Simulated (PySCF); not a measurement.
C7H12.
SMILES with atom numbers: `[CH2:1]=[CH:2][C:3](=[CH2:4])[CH:5]([CH3:6])[CH3:7]` (hydrogens: H8, H9 on C1; H10 on C2; H11, H12 on C4; H13 on C5; H14, H15, H16 on C6; H17, H18, H19 on C7)

Structure optimised with GFN2-xTB, isolated species.

(1) Give the optimised bond lengths and angles.

## Answers

(1) 
| bond | length (Å) | order |
| --- | --- | --- |
| C1=C2 | 1.328 | double |
| C2–C3 | 1.459 | single |
| C3=C4 | 1.333 | double |
| C3–C5 | 1.512 | single |
| C5–C6, C5–C7 | 1.530 | single |
| C1–H8 | 1.077 | single |
| C1–H9 | 1.077 | single |
| C2–H10 | 1.084 | single |
| C4–H11 | 1.075 | single |
| C4–H12 | 1.078 | single |
| C5–H13 | 1.095 | single |
| C6–H14 and 5 like bonds | 1.088 | single |

Bonds in one row agree within 0.01 Å and their mean is given. Orders are formal, as drawn. A selection of angles:
| angle | degrees |
| --- | --- |
| C2–C1–H8 | 123.4 |
| C2–C1–H9 | 121.0 |
| H8–C1–H9 | 115.6 |
| C1–C2–C3 | 127.5 |
| C1–C2–H10 | 118.5 |
| C3–C2–H10 | 114.0 |
| C2–C3–C4 | 118.8 |
| C2–C3–C5 | 118.4 |
| C4–C3–C5 | 122.8 |
| C3–C4–H11 | 122.9 |
| C3–C4–H12 | 121.3 |
| H11–C4–H12 | 115.8 |
| C3–C5–C6 | 113.6 |
| C3–C5–C7 | 109.1 |
| C3–C5–H13 | 107.9 |
| C6–C5–C7 | 110.0 |
| C6–C5–H13 | 107.5 |
| C7–C5–H13 | 108.7 |
| C5–C6–H14 | 110.7 |
| C5–C6–H16 | 109.7 |
| H14–C6–H15 | 108.8 |
| H14–C6–H16 | 108.5 |

Dihedral angles: C1–C2–C3–C4 178° (antiperiplanar); C2–C3–C5–C6 -155° (antiperiplanar). The mirror-image conformer, all signs reversed, is as good.

The C–C distances run from 1.328 Å (C1=C2, drawn double) to 1.532 Å (C5–C7, drawn single), a spread of 0.204 Å. Of the pairs four or more bonds apart, H8···H13 is among the closest relative to their van der Waals radii: 2.14 Å, 89 % of the sum of Bondi's values.

Point group: C1 (no symmetry element, even within 0.4 Å). No frequency check. One conformer, not necessarily the lowest.

These are computed values.
